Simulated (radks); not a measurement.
Spherical quantum dot in the effective-mass picture: electrons in a parabolic well V = omega^2 r^2 / 2 with omega = 3.75, all in effective atomic units (hartree* = m*/eps^2 hartree, bohr* = eps/m* bohr), one dielectric constant everywhere. Calculated with a radial shooting solver with Libxc functionals: non-relativistic Kohn-Sham, exchange-only LDA, spin-polarised, spherical densities. Levels are named by radial order and angular momentum (1s, 1p, 1d, 2s, ...), and open shells are averaged over m.

N = 3, configuration 1s2 1p(up 1, down 0). This is the lowest configuration that the search found. Occupied and some empty levels:

level,occupation,eigenvalue (hartree*),<r> (bohr*)
1s up,1,8.8116,0.6187
1s down,1,8.9731,0.6161
1p up,1,12.154,0.8090
1p down,0,12.341,0.8092
1d up,0,15.624,0.9594
1d down,0,15.807,0.9614
2s up,0,15.826,0.8906
2s down,0,15.962,0.8932
1f up,0,19.172,1.088
1f down,0,19.339,1.091

Energy (hartree*): total 24.6724, kinetic 9.3788, external 11.350, Hartree 5.9284, exchange-correlation -1.9853.
